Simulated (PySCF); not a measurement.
Geometry (Å), atoms numbered from 1 in this order:
```xyz
11

F    -2.2561   -1.5242   -0.3871
C    -1.5928   -0.3465   -0.5428
F    -2.5554    0.6144   -0.6006
C    -0.6552   -0.1098    0.5754
C     0.6397    0.1373    0.3683
C     1.9665    0.4285    0.8218
C     1.7808    0.3205   -0.4828
H    -1.0789   -0.3704   -1.5210
H    -1.0651   -0.1376    1.5879
H     2.6502    0.6106    1.6482
H     2.2072    0.3557   -1.4834
```

Geometry: PBE0-D3(BJ)/def2-SVP; GIAO shifts from PySCF 2.14.0 with density-fitted response routines, gas phase, non-relativistic, averaged over equivalent atoms.

At OPBE/pcSseg-1 (139 basis functions, 25 s wall time on 1 thread of an Arm Neoverse N1, shared host):
```csv
atoms,δ (ppm)
F1/F3,-125.8
C7,135.5
C6,134.9
C2,119.0
C5,116.3
C4,78.1
H11,8.27
H10,8.11
H8,6.35
H9,4.76
```

Chemical shifts δ = σref − σ; 19F (σref 155.97) against CFCl3; TMS for 13C (σref 185.13), 1H (σref 31.23), all at this level.

Task: Estimate the result of repeating the calculation with PBE0/def2-TZVP.

Result: 
```
atoms  δ at PBE0/def2-TZVP  change
F1/F3               -114.8   +11.0
   C7                139.7    +4.2
   C6                138.7    +3.8
   C2                121.9    +2.9
   C5                123.8    +7.5
   C4                 79.2    +1.1
  H11                 8.36   +0.09
  H10                 8.20   +0.09
   H8                 6.21   -0.14
   H9                 4.59   -0.17
```

Shifts are taken against calculated references (same method and geometry level): CFCl3 for 19F (σref 178.85); 13C (σref 186.65) and 1H (σref 31.48) vs TMS.

The largest change is at F1/F3 (fluorine of a CF2 group). Cost: 241 basis functions, 45 s wall time on 1 thread of an Arm Neoverse V1, shared host. The order of the carbon signals changes between the two levels.

Unscaled 19F shifts against computed CFCl3 carry errors that often reach 10 to 50 ppm.
